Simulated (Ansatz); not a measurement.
Reaction (hydrogenolysis of a C–C bond): `FC(F)[C@H](F)[C@@H](F)C(F)(F)F` + H₂ → `FCC(F)(F)F` + `FCC(F)F`

Computed with Ansatz on PBE0-D4/def2-TZVP structures; ΔE is electronic, products minus reactants. CCSD(T)/CBS is the MP2 limit (def2-TZVPP, def2-QZVPP) plus CCSD(T) − MP2 in def2-TZVPP, frozen cores. This one scheme is used for every species. DFT in def2-TZVPP. B3LYP here is the variant with VWN-RPA as its local correlation; programs differ in this. One conformer a species, not always the lowest.

`FC(F)[C@H](F)[C@@H](F)C(F)(F)F`:

```xyz
14

F     2.012    1.243    1.844
C     1.192    1.319    0.778
F     0.231    2.234    1.052
C     0.531   -0.034    0.562
F     1.518   -0.932    0.257
C    -0.503    0.032   -0.542
F     0.078    0.435   -1.714
C    -1.220   -1.293   -0.795
F    -2.202   -1.117   -1.679
F    -1.765   -1.725    0.348
F    -0.415   -2.236   -1.261
H     1.769    1.652   -0.089
H     0.047   -0.336    1.497
H    -1.271    0.757   -0.258
```

H₂:

```xyz
2

H     0.261   -0.021    0.266
H    -0.261    0.021   -0.266
```

`FCC(F)(F)F`:

Cartesian coordinates in Å:
```
F -0.949 0.617 1.369
C -0.491 0.615 0.084
C 0.455 -0.550 -0.121
F -0.144 -1.720 0.095
F 0.894 -0.534 -1.386
F 1.514 -0.478 0.685
H -1.330 0.508 -0.607
H 0.050 1.543 -0.117
```

`FCC(F)F`:

```xyz
8

F    -0.296    0.681    1.614
C     0.368    0.532    0.422
C    -0.370   -0.464   -0.437
F    -0.283   -1.702    0.097
F     0.223   -0.493   -1.657
H     1.381    0.169    0.614
H     0.406    1.497   -0.090
H    -1.429   -0.220   -0.562
```

Q: Is it downhill or uphill in electronic energy at CCSD(T)/CBS, and by how much? (Estimate.)

A: Ansatz gave: Downhill: ΔE = -13.0 kcal/mol.

Q: What do these levels give: LDA (SPW92), revPBE-D4, B3LYP-D4, r2SCANh-D4, BHLYP-D4, ωB97M-V, PBE, PBE0, HF/def2-SVP, MP2/def2-TZVPP, CCSD/def2-TZVPP, SCS-MP2/def2-QZVPP? (Best estimate.)

A: Ansatz gave: LDA (SPW92) -9.4, revPBE-D4 -11.6, B3LYP-D4 -14.1, r2SCANh-D4 -12.2, BHLYP-D4 -15.1, ωB97M-V -12.1, PBE -14.9, PBE0 -15.5, HF/def2-SVP -18.7, MP2/def2-TZVPP -12.2, CCSD/def2-TZVPP -14.1, SCS-MP2/def2-QZVPP -14.2 kcal/mol.

Largest T1 diagnostic among the species: 0.012.

Leaving LDA and LC-ωPBE aside and taking each functional with its dispersion term where it has one, the values, not all of them listed here, spread over 3.9 kcal/mol, from B2PLYP to revPBE-D4. LDA lies +5.4 kcal/mol from PBE without D4. From r2SCAN to r2SCAN0 (25 % exact exchange), in def2-TZVPP and without D4, ΔE moves by −1.3 kcal/mol. In def2-TZVPP, CCSD(T) changes the Hartree–Fock value by +8.0 kcal/mol (the triples alone add +1.6 kcal/mol) and MP2 by +8.3 kcal/mol.
